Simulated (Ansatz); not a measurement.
System: dimethylaminoboronic acid, C2H8BNO2, charge 0, multiplicity 1. 
Coordinates optimised at B3LYP-D3(BJ)/def2-TZVP (Ansatz, a program for electronic structure):
```
N
B 1 1.4090
O 2 1.3872 1 118.49
H 3 0.9588 2 115.24 1 180.00
O 2 1.3872 3 123.01 4 0.00
H 5 0.9588 2 115.24 3 0.00
C 1 1.4480 2 122.86 3 0.00
H 7 1.0866 1 110.22 2 0.00
H 7 1.0968 8 108.53 1 -121.76
H 7 1.0968 8 108.53 9 -116.48
C 1 1.4480 2 122.86 3 180.00
H 11 1.0866 1 110.22 2 0.00
H 11 1.0968 12 108.53 1 -121.76
H 11 1.0968 12 108.53 13 -116.48
```
Charge 0, spin multiplicity 1.

Wanted: vertical triplet-singlet gap (E(triplet) - E(singlet); each state is the SCF solution reached for its spin), in kcal/mol. Correlated levels leave the core frozen unless marked. UHF or UKS for open shells. No spin-orbit coupling. No relativistic terms. 

| level | program | vertical triplet-singlet gap (kcal/mol) |
|---|---|---|
| HF/aug-cc-pVDZ | Ansatz | 112.8 |
| HF/aug-cc-pVTZ | Ansatz | 112.7 |
| wB97M-V/def2-TZVPD | Ansatz | 130.7 |
| B2PLYP/def2-TZVPD | Ansatz | 125.2 |
| RI-MP2/aug-cc-pVTZ | Ansatz | 136.5 |
| RI-MP2/aug-cc-pVQZ | Ansatz | 137.6 |
